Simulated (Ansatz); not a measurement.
Reaction (substitution at a C–Al bond): `C[O][Al]([CH3])[NH2]` + `OC[SiH2]P` → `COC[SiH2]P` + `C[O][AlH][NH2]`

Computed with Ansatz on PBE0-D4/def2-TZVP structures; ΔE is electronic, products minus reactants. CBS: MP2 limit from def2 TZ/QZ plus the TZ coupled-cluster correction, frozen cores. This one scheme is used for every species. DFT in def2-TZVPP. B3LYP here is the variant with VWN-RPA as its local correlation; programs differ in this. One conformer a species, not always the lowest.

```json
{"level": "B3LYP-D4", "ΔE (kJ/mol)": "77.6"}
{"level": "ωB97M-V", "ΔE (kJ/mol)": "82.0"}
{"level": "CCSD/def2-TZVPP", "ΔE (kJ/mol)": "77.4"}
{"level": "CCSD(T)/def2-TZVPP", "ΔE (kJ/mol)": "79.1"}
{"level": "HF/def2-QZVPP", "ΔE (kJ/mol)": "60.9"}
{"level": "SCS-MP2/def2-QZVPP", "ΔE (kJ/mol)": "78.1"}
{"level": "HF/CBS(def2)", "ΔE (kJ/mol)": "60.8"}
{"level": "MP2/CBS(def2)", "ΔE (kJ/mol)": "87.5"}
```

Q: What does CCSD(T)/CBS give? (Estimate.)

A: Computed: +83.1 kJ/mol. The listed levels differ from it by -5.5, -1.1, -5.7, -4.0, -22.2, -5.0, -22.3, 4.4 kJ/mol.

Largest T1 diagnostic among the species: 0.013.

In def2-TZVPP, CCSD(T) changes the Hartree–Fock value by +18.0 kJ/mol (the triples alone add +1.6 kJ/mol) and MP2 by +22.5 kJ/mol.

CCSD(T)/CBS has its own doubt, a few kJ/mol and more with outer-core shells, so smaller differences from it don't rank the levels.
